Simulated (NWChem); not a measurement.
System: C$_{3}$H$_{6}$NO, doublet; SMILES N(C)(C)[C]=O

Input file for NWChem:

```
start job
memory heap 200 mb stack 900 mb global 1100 mb
geometry units angstroms noautosym nocenter noautoz
  C      0.913992    -1.488813    -0.000007
  N      0.060527    -0.327058     0.000200
  C     -1.374601    -0.534981    -0.000115
  C      0.579917     0.905173     0.000090
  O      0.042108     1.972099     0.000035
  H      1.962143    -1.163348     0.000724
  H      0.735943    -2.112547     0.892807
  H      0.736932    -2.111626    -0.893672
  H     -1.870504     0.443783     0.001362
  H     -1.689549    -1.097320    -0.895225
  H     -1.689399    -1.099864     0.893432
end
basis spherical
  C library def2-svp
  N library def2-svp
  O library def2-svp
  H library def2-svp
end
dft
  odft
  mult 2
  xc b3lyp
  iterations 150
end
cosmo
  dielec 20.7
end
task dft energy
```

Parts of the log:

```
             Northwest Computational Chemistry Package (NWChem) 7.3.0
             --------------------------------------------------------

                             Geometry "geometry" -> ""
                             -------------------------

 Output coordinates in angstroms (scale by  1.889725989 to convert to a.u.)

  No.       Tag          Charge          X              Y              Z
 ---- ---------------- ---------- -------------- -------------- --------------
    1 C                    6.0000     0.91399200    -1.48881300    -0.00000700
    2 N                    7.0000     0.06052700    -0.32705800     0.00020000
    3 C                    6.0000    -1.37460100    -0.53498100    -0.00011500
    4 C                    6.0000     0.57991700     0.90517300     0.00009000
    5 O                    8.0000     0.04210800     1.97209900     0.00003500
    6 H                    1.0000     1.96214300    -1.16334800     0.00072400
    7 H                    1.0000     0.73594300    -2.11254700     0.89280700
    8 H                    1.0000     0.73693200    -2.11162600    -0.89367200
    9 H                    1.0000    -1.87050400     0.44378300     0.00136200
   10 H                    1.0000    -1.68954900    -1.09732000    -0.89522500
   11 H                    1.0000    -1.68939900    -1.09986400     0.89343200

 Effective nuclear repulsion energy (a.u.)     172.1701127698

                                 NWChem DFT Module
                                 -----------------

 Summary of "ao basis" -> "ao basis" (spherical)
 ------------------------------------------------------------------------------
       Tag                 Description            Shells   Functions and Types
 ---------------- ------------------------------  ------  ---------------------
 C                          def2-svp                 6       14   3s2p1d
 N                          def2-svp                 6       14   3s2p1d
 O                          def2-svp                 6       14   3s2p1d
 H                          def2-svp                 3        5   2s1p

 in cosmo_initialize ...

 solvent parameters
 solvname_short: unkn
 solvname_long:  unknown
 dielec:       20.7000

          ---------------
          -cosmo- solvent
          ---------------
 Cosmo: York-Karplus, doi: 10.1021/jp992097l
 dielectric constant -eps-     =  20.70
 screen = (eps-1)/(eps    )    =   0.95169
 surface charge correction     = lagrangian

[...]

                                   COSMO solvation results
                                   -----------------------

                 gas phase energy =      -247.674462600529
                 sol phase energy =      -247.682435466500
 (electrostatic) solvation energy =         0.007972865971 (    5.00 kcal/mol)

                    DFT Final Alpha Molecular Orbital Analysis
                    ------------------------------------------

 Vector   18  Occ=1.000000D+00  E=-3.870322D-01
              MO Center= -1.0D-01, -5.3D-01,  7.1D-04, r^2= 3.9D+00
   Bfn.  Coefficient  Atom+Function         Bfn.  Coefficient  Atom+Function
  ----- ------------  ---------------      ----- ------------  ---------------
    33     -0.296282   3 C  py                4      0.287953   1 C  px
    86     -0.273888   9 H  s                71      0.269647   6 H  s
    46     -0.146073   4 C  px               60     -0.141969   5 O  px
    32      0.125701   3 C  px                5      0.123240   1 C  py
    61     -0.123699   5 O  py               72      0.114536   6 H  s

 Vector   19  Occ=1.000000D+00  E=-2.638779D-01
              MO Center= -1.6D-02, -5.9D-02, -1.5D-04, r^2= 2.9D+00
   Bfn.  Coefficient  Atom+Function         Bfn.  Coefficient  Atom+Function
  ----- ------------  ---------------      ----- ------------  ---------------
    20      0.477969   2 N  pz               23     -0.385244   2 N  pz
    62      0.322848   5 O  pz               65      0.255701   5 O  pz
    76      0.154535   7 H  s                81     -0.154672   8 H  s
    91     -0.141597  10 H  s                96      0.141364  11 H  s
     6      0.129823   1 C  pz               34      0.118529   3 C  pz

 Vector   20  Occ=1.000000D+00  E=-2.108957D-01
              MO Center=  5.6D-01,  1.1D+00,  1.1D-04, r^2= 1.8D+00
   Bfn.  Coefficient  Atom+Function         Bfn.  Coefficient  Atom+Function
  ----- ------------  ---------------      ----- ------------  ---------------
    45      0.540229   4 C  s                46      0.434008   4 C  px
    60     -0.411509   5 O  px               17     -0.365681   2 N  s
    63     -0.328118   5 O  px               49      0.266241   4 C  px
    44      0.217778   4 C  s                19      0.161163   2 N  py
    22     -0.146756   2 N  py               35      0.142718   3 C  px

 Vector   21  Occ=0.000000D+00  E= 2.352451D-02
              MO Center=  3.5D-01,  7.4D-01, -3.6D-04, r^2= 2.4D+00
   Bfn.  Coefficient  Atom+Function         Bfn.  Coefficient  Atom+Function
  ----- ------------  ---------------      ----- ------------  ---------------
    51      0.622833   4 C  pz               48      0.549304   4 C  pz
    65     -0.400363   5 O  pz               62     -0.348125   5 O  pz
    23     -0.339405   2 N  pz               20      0.299894   2 N  pz
    92     -0.255901  10 H  s                97      0.254645  11 H  s
    37     -0.173649   3 C  pz               82     -0.168093   8 H  s

 Vector   22  Occ=0.000000D+00  E= 6.387839D-02
              MO Center= -5.0D-01, -1.5D+00, -3.1D-05, r^2= 6.1D+00
   Bfn.  Coefficient  Atom+Function         Bfn.  Coefficient  Atom+Function
  ----- ------------  ---------------      ----- ------------  ---------------
    31      1.650306   3 C  s                 3      1.542145   1 C  s
    92     -0.934384  10 H  s                97     -0.934683  11 H  s
    77     -0.880581   7 H  s                82     -0.880329   8 H  s
    72     -0.539400   6 H  s                87     -0.497634   9 H  s
     8     -0.422556   1 C  py               35     -0.315186   3 C  px

[...]
```

Level: B3LYP/def2-SVP, spin-unrestricted, COSMO on the gas-phase geometry. Geometry: optimised at PBE0/def2-SVP, spin-unrestricted. No frequency run checked for a minimum. No stability test was run on the SCF state. COSMO prints the solvation energy as gas minus solution, so a positive value is a stabilisation.
